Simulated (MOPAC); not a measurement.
MOPAC input (PM6):

```
PM6 FORCE THERMO(298,298) PRECISE LET UHF MS=0.5 GEO-OK AUX(PRECISION=9) THREADS=1
HSn

Sn    0.00000000 1    0.00000000 1    0.00013584 1
H     0.00000000 1   -0.00000000 1    1.71612345 1
```

### Question
Which zero-point energy does it print?

### Answer
3.35 kcal/mol, from the harmonic wavenumbers of PM6.
